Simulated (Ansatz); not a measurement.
Gas-phase electronic energies from Ansatz, PBE0-D4/def2-TZVP geometries. CCSD(T)/CBS is the MP2 limit (def2-TZVPP, def2-QZVPP) plus CCSD(T) − MP2 in def2-TZVPP, frozen cores. Functionals use def2-TZVPP. Each species was taken in one conformer, which may not be the lowest.

`C=C=C(O)[SiH3]` → `C#COC[SiH3]`  (isomerisation)

`C=C=C(O)[SiH3]`:

```xyz
11

C    -1.995    0.149    0.948
C    -0.757    0.271    0.563
C     0.479    0.361    0.147
O     1.402    1.261    0.623
Si    1.115   -0.785   -1.192
H    -2.274   -0.514    1.763
H    -2.797    0.705    0.470
H     0.987    1.804    1.302
H     1.574    0.009   -2.361
H     2.261   -1.578   -0.677
H     0.005   -1.684   -1.587
```

`C#COC[SiH3]`:

```xyz
11

C     0.662   -2.099   -1.399
C     0.145   -1.016   -1.379
O    -0.425    0.141   -1.383
C     0.027    1.055   -0.355
Si   -0.452    0.526    1.406
H     1.107   -3.063   -1.424
H     1.109    1.190   -0.451
H    -0.452    2.005   -0.600
H     0.264   -0.704    1.817
H    -1.919    0.311    1.472
H    -0.066    1.652    2.297
```

CCSD(T)/CBS gives +101.9 kJ/mol.

Question: Another level gave +114.9 kJ/mol. Which?
A. PBE-D4/def2-TZVPP
B. SCS-MP2/def2-TZVPP
C. PBE0-D4/def2-TZVPP
D. B2PLYP/def2-TZVPP

Answer: A. PBE-D4 114.9, B2PLYP 100.8, SCS-MP2/def2-TZVPP 91.9, PBE0-D4 110.4 kJ/mol.

Largest T1 diagnostic among the species: 0.013.

From PBE to PBE0 (25 % exact exchange), in def2-TZVPP and without D4, ΔE moves by −4.4 kJ/mol. In def2-TZVPP, CCSD(T) changes the Hartree–Fock value by +10.2 kJ/mol (the triples alone add +2.4 kJ/mol) and MP2 by +4.0 kJ/mol.
